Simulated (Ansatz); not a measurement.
`B[SeH]` + `[CH3][AlH][OH]` → `B[O][AlH][CH3]` + H₂Se at 600 K and 1 bar (ligand exchange at a B–Se bond).

Isolated molecules relaxed with PBE0-D4/def2-TZVP in Ansatz; ΔE leaves out vibrations. CBS: MP2 limit from def2 TZ/QZ plus the TZ coupled-cluster correction, frozen cores. For Se outer-core shells are correlated without core-valence functions, which leaves a few kJ/mol of doubt a bond. Scalar relativity is left out up to krypton. Each species was taken in one conformer, which may not be the lowest.

```csv
species,CCSD(T)/CBS energy (Eh),H − E (kJ/mol),S (J/(mol·K))
`B[SeH]`,-2427.30556,106.0,301.0
`[CH3][AlH][OH]`,-358.31021,194.9,376.4
`B[O][AlH][CH3]`,-383.73557,237.5,438.0
H₂Se,-2401.89790,57.0,244.8
```

H − E and S are ideal-gas, rigid-rotor, harmonic terms from PBE0-D4/def2-TZVP, for one conformer and one mirror image of each species. 1 Eh = 2625.50 kJ/mol, R = 8.31446 J/(mol·K).

**Question.** By hand: ΔE, ΔH, ΔS and ΔG.

**Answer.** ΔE = (-383.73557) + (-2401.89790) − (-2427.30556) − (-358.31021) = -0.01770 Eh = -46.5 kJ/mol. Δ(H − E) = 237.5 + 57.0 − 106.0 − 194.9 = -6.4, so ΔH = -52.9 kJ/mol. ΔS = 438.0 + 244.8 − 301.0 − 376.4 = 5.4 J/(mol·K). ΔG = -52.9 − 600 × (5.4)/1000 = -56.1 kJ/mol.

**Question.** By hand: the equilibrium constant, and the temperature at which ΔG would vanish if ΔH and ΔS stayed fixed.

**Answer.** log₁₀ K = −ΔG/(RT ln 10) = 4.9. ΔH and −TΔS have one sign here, so there is no such temperature. One of them is within its doubt of zero, so this could turn.

The number of gas molecules stays the same, so ΔS is small and ΔH decides. A doubt of 5 kJ/mol in ΔE shifts log₁₀ K by 0.4 here. Other conformers and mirror images would add mixing entropy, several J/(mol·K) or more a flexible species. Modes under 60 cm⁻¹, often nearly free rotors, make the harmonic entropy too high. These are equilibria of isolated gas molecules and say nothing of rates. Largest T1 diagnostic: 0.013 (customary marks: 0.02 for closed shells, 0.045 for open ones).
